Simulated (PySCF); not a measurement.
Coordinates in bohr (charge 0 multiplicity 2):
```
Ru   -0.0621    0.1238    0.2899
N     0.4735   -0.7382   -2.5355
H     1.6694   -1.7651    2.3566
H     2.6746   -0.4517    2.1148
H    -2.6280    1.7629    0.0560
H    -2.1296   -1.7342    1.4375
```

Method: PySCF, UPBE0, basis Ru def2-TZVP with ECP28, N def2-TZVP, H def2-TZVP (scalar-relativistic core potentials, no spin–orbit coupling, density fitting).

This geometry of H₄RuN is a stationary point at this level.

Problem. What is the point group?

Solution. C1.

Problem. Is it a minimum?

Solution. Yes: all harmonic wavenumbers are real.

Problem. Which band is strongest in the infrared?

Solution. 2668 cm⁻¹ (a), 180 km/mol.

Problem. Give the atomic charges and bond orders.

Solution. 
```tsv
atom	Mulliken	Löwdin	polar tensor	spin (Mulliken)	Mayer order to Ru1
Ru1	0.26	-0.11	0.24	0.63	–
N2	-0.41	-0.15	-0.37	0.34	2.67
H3	0.08	0.12	0.18	0.00	0.42
H4	0.03	0.10	0.07	0.03	0.44
H5	0.00	0.00	-0.09	0.00	0.87
H6	0.05	0.04	-0.03	0.01	0.87
```
Other Mayer orders above 0.3: H–H 0.53.

Problem. Give the ideal-gas entropy at 298.15 K and 1 bar by parts.

Solution. translation 168.6, rotation 88.4, vibration 11.8, spin 5.8; total 274.5 J/(mol K).

Only a few start shapes were tried, so a lower isomer may exist. With open d or f shells other occupations or spin states may lie lower.
